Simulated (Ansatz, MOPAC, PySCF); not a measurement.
Lewis adduct: AlH3 (SMILES [AlH3]) (first 4 atoms) with H2O (SMILES O); geometry from B3LYP-D3(BJ)/def2-TZVP, rigid monomers moved along the line of their centres of mass till Al1···O5 is 2.86 Å.
(charge 0, multiplicity 1):
```xyz
7

Al    -0.02131     0.21827     0.32569
H      0.60330    -0.93481    -0.56573
H     -1.60833     0.38573     0.33738
H      0.86874     1.50996     0.61919
O      0.15681    -0.83836     2.97936
H     -0.70824    -0.93996     3.39698
H      0.70491    -0.29374     3.55903
```

Counterpoise-corrected where a basis set is named; no monomer relaxation. Rows marked so take none.

Frozen-core correlation. Rows in 6-31G* carry no dispersion term and start afresh at each structure (6-31G* with six Cartesian d functions). MP2/6-31G* freezes PySCF's default core. The state that PM6 reach isn't checked.

The values were computed with Ansatz (a quantum-chemistry and plane-wave program); MOPAC for PM6 (differences of heats of formation); PySCF for 6-31G* rows, the dispersion terms. Each number belongs to the level named beside it.

| level | interaction energy (kJ/mol) |
|---|---|
| PM6 | -16.5 |
| HF/aug-cc-pV(D+d)Z | -41.5 |
| HF/aug-cc-pV(T+d)Z | -41.5 |
| PBE-D3(BJ)/def2-TZVPPD | -46.3 |
| PBE0-D4/def2-TZVPPD | -46.3 |
| wB97X-V/def2-TZVPPD | -46.9 |
| MP2/6-31G* (no counterpoise) | … |
| SCS-MP2/aug-cc-pV(T+d)Z | -43.9 |
| CCSD/aug-cc-pV(D+d)Z | -43.4 |

Task: Some entries are withheld; supply them.

Result: 
- MP2/6-31G* (no counterpoise), interaction energy (kJ/mol): -61.5
